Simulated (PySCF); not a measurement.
Basis-set dependence of excited states

Compound: C2H3BN2Se.
SMILES with atom numbers: `[N:1]#[C:2][BH2-:3][N+:4]#[C:5][SeH:6]` (hydrogens: H7, H8 on B3; H9 on Se6)

Geometry (PBE0-D3(BJ)/def2-SVP, Å), atoms numbered from 1 in this order:
```
atom  x, y, z in Å
N1    -1.5895    1.5056   -1.9337
C2    -1.2637    0.4897   -1.4778
B3    -0.8142   -0.8827   -0.8472
N4     0.2027   -0.5332    0.2624
C5     0.9593   -0.2537    1.0861
Se6    2.1655    0.1057    2.4066
H7    -1.7306   -1.4668   -0.2942
H8    -0.2185   -1.5914   -1.6406
H9     2.0643    1.5565    2.1605
```

TDDFT with PBE0 (PySCF), vertical singlets, core orbitals frozen in the response, spherical d and f functions. Isolated species at its PBE0-D3(BJ)/def2-SVP geometry, gas phase. The PBE0/6-31G* calculation is non-relativistic and has no spin–orbit coupling, an omission that weighs most on selenium.

```json
{"basis": "6-31G*", "functions": "108", "diffuse": "no", "S1 (eV)": "4.22", "S2 (eV)": "5.06", "S3 (eV)": "5.07", "S4 (eV)": "5.37", "S5 (eV)": "5.55", "LUMO (eV)": "-2.40", "α (au)": "67.3"}
{"basis": "def2-SVP", "functions": "117", "diffuse": "no", "S1 (eV)": "4.20", "S2 (eV)": "5.09", "S3 (eV)": "5.12", "S4 (eV)": "5.46", "S5 (eV)": "5.55", "LUMO (eV)": "-2.47", "α (au)": "68.7"}
{"basis": "def2-SVPD", "functions": "165", "diffuse": "yes", "S1 (eV)": "4.21", "S2 (eV)": "5.06", "S3 (eV)": "5.19", "S4 (eV)": "5.29", "S5 (eV)": "5.56", "LUMO (eV)": "-2.61", "α (au)": "81.2"}
{"basis": "aug-cc-pVDZ", "functions": "178", "diffuse": "yes", "S1 (eV)": "4.24", "S2 (eV)": "5.07", "S3 (eV)": "5.20", "S4 (eV)": "5.26", "S5 (eV)": "5.59", "LUMO (eV)": "-2.56", "α (au)": "81.7"}
{"basis": "def2-TZVP", "functions": "221", "diffuse": "no", "S1 (eV)": "4.23", "S2 (eV)": "5.07", "S3 (eV)": "5.17", "S4 (eV)": "5.34", "S5 (eV)": "5.58", "LUMO (eV)": "-2.57", "α (au)": "77.2"}
{"basis": "def2-TZVPD", "functions": "269", "diffuse": "yes", "S1 (eV)": "4.22", "S2 (eV)": "5.06", "S3 (eV)": "5.17", "S4 (eV)": "5.27", "S5 (eV)": "5.57", "LUMO (eV)": "-2.59", "α (au)": "82.2"}
```

Question: Compare the sets with the largest diffuse one.

Answer: States are compared by their number. Against the largest diffuse basis here (def2-TZVPD, itself not a converged limit), sets without diffuse functions differ by up to 0.02 eV in S1 and 0.02 eV in S5; the smaller diffuse sets differ by up to 0.02 and 0.03 eV. State by state, the largest deviation of a set without diffuse functions is S1 0.02, S2 0.03, S3 0.11, S4 0.19, S5 0.02 eV. The same number needn't mean the same state in each row. Against def2-TZVPD the polarisability deviates by -18% in 6-31G*, -16% in def2-SVP, -1% in def2-SVPD, -1% in aug-cc-pVDZ, -6% in def2-TZVP.
